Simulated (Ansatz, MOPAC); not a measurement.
Species: AsF$_{2}$ (charge 0, doublet). SMILES: F[As]F

Atoms: As1, F2, F3. Bonds: As1-F2, As1-F3.

Bond lengths (Å) and angles (degrees) optimised at AM1 with MOPAC; PM3 with MOPAC; PM7 with MOPAC; HF/6-31G* with LANL2DZ past Ar with Ansatz (an electronic-structure program), each started from the B3LYP-D3(BJ)/def2-TZVP structure (Ansatz) of the last column. A row stands for all coordinates that are equal there. 6-31G* holds six Cartesian d functions.

```csv
coordinate,AM1,PM3,PM7,HF/6-31G* with LANL2DZ past Ar,B3LYP-D3(BJ)/def2-TZVP
As1-F2,1.706,1.700,1.700,1.702,1.744
F2-As1-F3,94.9,95.9,102.3,95.5,96.7
```

Mean signed difference of all 2 bond lengths from B3LYP-D3(BJ)/def2-TZVP: AM1 -0.039 Å, PM3 -0.045 Å, PM7 -0.044 Å, HF/6-31G* with LANL2DZ past Ar -0.042 Å.
